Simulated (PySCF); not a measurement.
A run for PySCF: R-HF/STO-3G on CH4O (SMILES CO).

```python
from pyscf import gto, scf, dft, mp
from pyscf.data.elements import chemcore

mol = gto.M(
    atom='''
    C     0.73665814    0.27660955    0.26199625
    O     0.50165710   -0.91355932    0.98111675
    H    -0.19378940    0.76657654   -0.05503265
    H     1.30308861    0.02065086   -0.63455461
    H     1.32656423    1.00478854    0.83584063
    H     0.00761938   -0.68724467    1.79612594
    ''',
    basis='sto-3g',
    charge=0, spin=0, verbose=3, max_memory=1800)
mf = scf.RHF(mol)
mf.conv_tol = 1e-8
mf.max_cycle = 100
mf.kernel()
if not mf.converged:
    mf = mf.newton().run(mf.mo_coeff, mf.mo_occ)
```

**Question.** What total energy does the run end on?

**Answer.** -113.5479 hartree.
